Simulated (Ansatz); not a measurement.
Geometry optimisation, Ansatz, RKS BLYP-D4/def2-SVP.

Input file:

```yaml
crystal:
  periodic: [false, false, false]
  atoms:
    - { symbol: C, position_ang: [-0.7082, -0.0886, 2.1002] }
    - { symbol: "N", position_ang: [-0.9203, -1.1418, 1.437] }
    - { symbol: Si, position_ang: [0.3383, -1.8167, 0.4001] }
    - { symbol: Al, position_ang: [0.9535, -0.31, -1.3438] }
    - { symbol: Si, position_ang: [-0.2638, 1.7296, -1.5042] }
    - { symbol: H, position_ang: [0.1746, 0.5298, 2.0355] }
    - { symbol: H, position_ang: [-1.89589, -1.2291, 1.78658] }
    - { symbol: H, position_ang: [1.6129, -2.034, 1.2199] }
    - { symbol: H, position_ang: [-0.0812, -3.0755, -0.1181] }
    - { symbol: H, position_ang: [2.0034, -0.6918, -2.3903] }
    - { symbol: H, position_ang: [-1.2463, 1.8338, -0.3649] }
    - { symbol: H, position_ang: [0.7186, 2.8498, -1.3721] }
    - { symbol: H, position_ang: [-1.0224, 1.8393, -2.7889] }
basis:
  gaussian: { orbitals: def2-SVP }
hamiltonian:
  xc: blyp
  dispersion: d4
relax:
  f_tol: 0.02
  max_steps: 50
```

Command:

```bash
$ ansatz run input.yaml --threads 2 --pin off --max-ram 3072MiB --backend cpu --events-out ev --progress --plain --runs-dir out
```

**Question.** Where does it end, and by what steps?

**Answer.** The run converged. After 28 steps the energy has fallen by 1.537 eV; H10 moved furthest, 1.86 Å.

```json
{"step": "0", "energy less start (eV)": "0.0000", "largest force component (eV/Å)": "4.216", "accepted": "yes"}
{"step": "1", "energy less start (eV)": "-0.9088", "largest force component (eV/Å)": "1.324", "accepted": "yes"}
{"step": "2", "energy less start (eV)": "-1.2706", "largest force component (eV/Å)": "1.021", "accepted": "yes"}
{"step": "3", "energy less start (eV)": "-1.2539", "largest force component (eV/Å)": "0.868", "accepted": "no"}
{"step": "4", "energy less start (eV)": "-1.3449", "largest force component (eV/Å)": "0.310", "accepted": "yes"}
{"step": "5", "energy less start (eV)": "-1.3550", "largest force component (eV/Å)": "0.228", "accepted": "yes"}
{"step": "6", "energy less start (eV)": "-1.3614", "largest force component (eV/Å)": "0.160", "accepted": "yes"}
{"step": "7", "energy less start (eV)": "-1.3653", "largest force component (eV/Å)": "0.107", "accepted": "yes"}
{"step": "8", "energy less start (eV)": "-1.3681", "largest force component (eV/Å)": "0.072", "accepted": "yes"}
{"step": "9", "energy less start (eV)": "-1.3735", "largest force component (eV/Å)": "0.127", "accepted": "yes"}
{"step": "10", "energy less start (eV)": "-1.3811", "largest force component (eV/Å)": "0.132", "accepted": "yes"}
{"step": "11", "energy less start (eV)": "-1.3876", "largest force component (eV/Å)": "0.401", "accepted": "yes"}
{"step": "12", "energy less start (eV)": "-1.3965", "largest force component (eV/Å)": "0.427", "accepted": "yes"}
{"step": "13", "energy less start (eV)": "-1.4209", "largest force component (eV/Å)": "0.367", "accepted": "yes"}
{"step": "14", "energy less start (eV)": "-1.4489", "largest force component (eV/Å)": "0.338", "accepted": "yes"}
{"step": "15", "energy less start (eV)": "-1.4842", "largest force component (eV/Å)": "0.285", "accepted": "yes"}
{"step": "16", "energy less start (eV)": "-1.5034", "largest force component (eV/Å)": "0.212", "accepted": "yes"}
{"step": "17", "energy less start (eV)": "-1.5146", "largest force component (eV/Å)": "0.197", "accepted": "yes"}
{"step": "18", "energy less start (eV)": "-1.5253", "largest force component (eV/Å)": "0.172", "accepted": "yes"}
{"step": "19", "energy less start (eV)": "-1.5301", "largest force component (eV/Å)": "0.169", "accepted": "yes"}
{"step": "20", "energy less start (eV)": "-1.5320", "largest force component (eV/Å)": "0.124", "accepted": "yes"}
{"step": "21", "energy less start (eV)": "-1.5343", "largest force component (eV/Å)": "0.095", "accepted": "yes"}
{"step": "22", "energy less start (eV)": "-1.5355", "largest force component (eV/Å)": "0.042", "accepted": "yes"}
{"step": "23", "energy less start (eV)": "-1.5363", "largest force component (eV/Å)": "0.027", "accepted": "yes"}
{"step": "24", "energy less start (eV)": "-1.5368", "largest force component (eV/Å)": "0.035", "accepted": "yes"}
{"step": "25", "energy less start (eV)": "-1.5370", "largest force component (eV/Å)": "0.037", "accepted": "yes"}
{"step": "26", "energy less start (eV)": "-1.5372", "largest force component (eV/Å)": "0.025", "accepted": "yes"}
{"step": "27", "energy less start (eV)": "-1.5372", "largest force component (eV/Å)": "0.022", "accepted": "yes"}
{"step": "28", "energy less start (eV)": "-1.5373", "largest force component (eV/Å)": "0.011", "accepted": "yes"}
```

```xyz
13
Properties=species:S:1:pos:R:3
C 0.105 0.094 2.170
N -0.328 -1.101 1.817
Si 0.003 -1.969 0.202
Al 1.062 0.093 -0.711
Si -0.505 1.699 -1.730
H 0.721 0.531 1.253
H -0.884 -1.563 2.558
H 0.784 -3.202 0.582
H -1.336 -2.477 -0.271
H 2.650 0.157 -0.869
H -1.839 1.668 -1.031
H -0.007 3.119 -1.699
H -0.762 1.347 -3.174
```

Whether the end is a true minimum wasn't checked by a vibrational analysis.

Time of the run: 93 s on 2 threads of Arm Neoverse V1, on a shared host, peak memory 0.17 GiB.
